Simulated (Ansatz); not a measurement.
`COC#C[SiH3]` from Hartree–Fock to CCSD(T)

```
atom   x (Å)   y (Å)   z (Å)
  C1  -0.841  -1.083  -2.109
  O2   0.315  -0.287  -1.807
  C3   0.408   0.097  -0.585
  C4   0.521   0.473   0.561
 Si5   0.701   1.039   2.266
  H6  -0.832  -1.993  -1.507
  H7  -0.768  -1.326  -3.166
  H8  -1.748  -0.510  -1.910
  H9  -0.437   0.536   3.078
 H10   1.968   0.531   2.853
 H11   0.713   2.523   2.326
```

Charge 0, multiplicity 1. Geometry: relaxed with PBE0-D4/def2-TZVP. Frozen core, restricted reference, the Gaussian-basis code of Ansatz. CBS rows extrapolate triple and quadruple zeta; past MP2 they add the triple-zeta difference.

```json
{"basis": "def2-SVP", "HF (Eh)": "-480.57402", "MP2 corr.": "-0.66901"}
{"basis": "def2-TZVPP", "HF (Eh)": "-480.90060", "MP2 corr.": "-0.82888"}
{"basis": "def2-QZVPP", "HF (Eh)": "-480.91812", "MP2 corr.": "-0.88703"}
```

Q: Estimate the CCSD correlation energy and the (T) correction in each basis where they were run (hartree).

A: 
| basis | CCSD corr. | (T) |
| --- | --- | --- |
| def2-SVP | -0.71646 | -0.02439 |
| def2-TZVPP | -0.86653 | -0.03817 |
| CBS(def2) | -0.96776 | as TZ |
